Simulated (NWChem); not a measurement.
# Si$_{4}$H$_{8}$O; SMILES [SiH2]1[SiH2][SiH2][SiH2]O1

```xyz
13

O      0.0000     0.0000    -1.6304
Si     1.5305     0.1454    -0.9647
Si     1.1635    -0.1940     1.3498
Si    -1.1635     0.1940     1.3498
Si    -1.5305    -0.1454    -0.9647
H      2.4329    -0.8679    -1.5869
H      2.0748     1.5082    -1.2491
H      1.9399     0.7275     2.2347
H      1.4538    -1.6121     1.7317
H     -1.4538     1.6121     1.7317
H     -1.9399    -0.7275     2.2347
H     -2.0748    -1.5082    -1.2491
H     -2.4329     0.8679    -1.5869
```
Atoms are numbered in this order, from 1.

Program: NWChem. Coordinates come from a PBE0/def2-SVP optimisation.

Task: Order these by “orbital gap (eV)”, lowest first: B3LYP/def2-TZVP; PBE0/def2-TZVP; PBE/def2-TZVP.

Result: PBE/def2-TZVP (4.80), B3LYP/def2-TZVP (6.32), PBE0/def2-TZVP (6.67)
